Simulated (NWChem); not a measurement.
System meant: WH5Cl; SMILES [Cl][WH5]

NWChem input:

```
start job
memory heap 200 mb stack 900 mb global 1100 mb
geometry units angstroms noautoz
  W     -0.223630    -0.087858    -0.152703
  Cl     0.820291    -0.443739     1.961014
  H     -0.232760     1.325153     0.707129
  H      0.635898    -0.143390    -1.623146
  H      1.193724     0.762680    -0.092065
  H     -1.685204     0.771800    -0.322737
  H     -0.508343    -1.643632     0.434121
end
basis spherical
  * library def2-svp
end
ecp
  W library def2-ecp
end
dft
  odft
  mult 2
  xc xpbe96 cpbe96
  iterations 150
  mulliken
end
task dft energy
```

End of the output:

```
 Summary of "ao basis" -> "" (spherical)
 ------------------------------------------------------------------------------
       Tag                 Description            Shells   Functions and Types
 ---------------- ------------------------------  ------  ---------------------
 *                          def2-svp                  on all atoms

 Summary of "ao basis" -> "ao basis" (spherical)
 ------------------------------------------------------------------------------
       Tag                 Description            Shells   Functions and Types
 ---------------- ------------------------------  ------  ---------------------
 W                          def2-svp                12       32   6s3p2d1f
 Cl                         def2-svp                 8       18   4s3p1d
 H                          def2-svp                 3        5   2s1p

 Summary of "ao basis" -> "ao basis" (spherical)
 ------------------------------------------------------------------------------
       Tag                 Description            Shells   Functions and Types
 ---------------- ------------------------------  ------  ---------------------
 W                          def2-svp                12       32   6s3p2d1f
 Cl                         def2-svp                 8       18   4s3p1d
 H                          def2-svp                 3        5   2s1p

      Symmetry analysis of basis
      --------------------------

        a'         49
        a"         26

  number of electrons :                   36
  multiplicity        :                    2
 ------------------------------------------------------------------------
  no. of electrons and multiplicity not compatible                  36
 ------------------------------------------------------------------------
 ------------------------------------------------------------------------
  current input line :
    25: task dft energy
 ------------------------------------------------------------------------
 ------------------------------------------------------------------------
 There is an error in the input file
 ------------------------------------------------------------------------
 For more information see the NWChem manual at https://nwchemgit.github.io

0: no. of electrons and multiplicity not compatible:Received an Error in Communication
```

**Question.** Can this run be used? If not, why, and what is the fix?

**Answer.** The program refused the input. Cause: the multiplicity doesn't fit the number of electrons (an even count wants an odd multiplicity, and the reverse). This input runs:
```
start job
memory heap 200 mb stack 900 mb global 1100 mb
geometry units angstroms noautoz
  W     -0.223630    -0.087858    -0.152703
  Cl     0.820291    -0.443739     1.961014
  H     -0.232760     1.325153     0.707129
  H      0.635898    -0.143390    -1.623146
  H      1.193724     0.762680    -0.092065
  H     -1.685204     0.771800    -0.322737
  H     -0.508343    -1.643632     0.434121
end
basis spherical
  * library def2-svp
end
ecp
  W library def2-ecp
end
dft
  xc xpbe96 cpbe96
  iterations 150
  mulliken
end
task dft energy
```
It converges to -529.89229 Ha (PBE/def2-SVP with def2 effective core potentials on W).
